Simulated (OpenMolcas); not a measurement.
4d6 along the 42-electron sequence

```yaml
Program: OpenMolcas
Method: SS-CASPT2, IPEA 0.25 Eh, imaginary shift 0.1 Eh
Basis: ANO-R2
Scalar_Hamiltonian: X2C, finite nucleus
Spin-orbit_coupling: state interaction with AMFI integrals over the reference wave functions, term energies averaged over their components
```

Active space for each ion: 6 electrons in 5 orbitals (4d); closed shells correlated by CASPT2: 4s 4p.

Computed levels in cm-1 above 5D4:

| Level | Ru2+ | Rh3+ | Ag5+ |
| --- | --- | --- | --- |
| 5D3 | 1158 | 1547 | 2560 |
| 5D2 | 1845 | 2420 | 3830 |
| 5D1 | 2290 | 3010 | 4770 |
| 5D0 | 2510 | 3290 | 5190 |
| 3P2(1) | 15710 | 17970 | 21770 |
| 3H6 | 16080 | 18410 | 22570 |
| 3H5 | 16340 | 18690 | 22850 |
| 3F3(1) | 17790 | 20510 | 25370 |
| 3F2(1) | 18310 | 21180 | 26350 |
| weight of 5D in the lowest level (%) | 99 | 98 | 97 |

Mixed levels, with the weight of the term that names them: Ag5+ 3H5 (73 %), Ag5+ 3F3(1) (74 %).

Measured, with the error of the calculation in %. Measured levels: Ru2+ from Moore, Atomic Energy Levels, vol. III, NSRDS-NBS 35 (1971 reprint of NBS Circular 467, 1958); Ag5+ from the list in Gamrath, thesis, University of Mons (2023).

```csv
Level,Ru2+,Ag5+
5D3,1159 (-0.1),2692 (-4.9)
5D2,1826 (+1.0),3953 (-3.2)
5D1,2266 (+1.2),4941 (-3.5)
5D0,2476 (+1.3),5380 (-3.5)
3P2(1),,21042 (+3.5)
3H6,,21512 (+4.9)
3H5,,21812 (+4.8)
3F3(1),,24441 (+3.8)
3F2(1),,25306 (+4.1)
```

The fine-structure level 5D0 changes by a factor of 2.07 from Ru2+ to Ag5+. Its fourth root runs 7.08, 7.57, 8.49, with steps per unit of Z of 0.50, 0.46; equal steps would mean a (Z - σ)^4 law with constant σ.

3P2(1) changes by a factor of 1.39 over the same range, with steps per unit of Z of +2260, +1900 cm-1.

CASPT2 breaks the degeneracy within a term, and the mean is taken; among the terms shown or strongly mixed into the levels shown the widest spread is 150 cm-1 (4d6 3F(1), Ru2+). Levels of configurations with an s electron are missing; early in the row they begin among the upper levels of the d shell and mix with terms of their name (holds for Ru2+). Computed and measured levels are paired by configuration, term and J; levels that our copy of the source lacks, or whose pairing is in doubt (as where it misses far off the trend of its configuration), stay unpaired and out of the deviations. Only configurations of the active space appear.

A number in round brackets counts repeated terms of one configuration in the order of the reference energies.
